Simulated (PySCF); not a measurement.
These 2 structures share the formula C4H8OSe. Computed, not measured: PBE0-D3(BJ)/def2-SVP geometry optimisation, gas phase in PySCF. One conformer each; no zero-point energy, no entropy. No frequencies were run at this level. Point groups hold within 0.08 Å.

**Question.** Order them by energy at this level, lowest first, and give relative energies in kcal/mol.
A. `[CH3:1][O:2][C@@H:3]1[CH2:4][CH2:5][Se:6]1` with C1–O2–C3–C4 176°, O2–C3–C4–C5 -139°, C3–C4–C5–Se6 18°, C4–C5–Se6–C3 -14°, O2–C3–Se6–C5 131°
B. `[CH2:1]=[C:2]([O:3][CH3:4])[Se:5][CH3:6]` with C1–C2–O3–C4 4°, C1–C2–Se5–C6 -143°

**Answer.** A (0.0), B (6.9).

As drawn, the lower has a four-membered ring, which the higher lacks; the higher has a C=C bond outside aromatic rings, which the lower lacks.

```tsv
SMILES	E (Eh)	E rel (kcal/mol)	dipole (D)	point group	A, B, C (MHz)
CO[C@@H]1CC[Se]1	-2632.97626	0.0	1.45	C1	3786, 1876, 1323
C=C(OC)[Se]C	-2632.96522	6.9	2.04	C1	4284, 1524, 1199
```

**Question.** How do the relative energies change in single points at CAM-B3LYP/def2-SVPD (no added dispersion term) on the same geometries?

**Answer.** 
```tsv
SMILES	PBE0-D3(BJ)/def2-SVP (kcal/mol)	CAM-B3LYP/def2-SVPD (kcal/mol)	shift
CO[C@@H]1CC[Se]1	0.0	0.0	0.0
C=C(OC)[Se]C	6.9	5.5	-1.4
```

Each column counts from its own lowest isomer. The order is unchanged; the largest shift is 1.4 kcal/mol.

**Question.** As an exercise, what shares would exp(−E/RT) give at 2000 K from these electronic energies alone (no entropy, no degeneracies)?

**Answer.** RT = 3.974 kcal/mol: CO[C@@H]1CC[Se]1 85.1 %, C=C(OC)[Se]C 14.9 %.
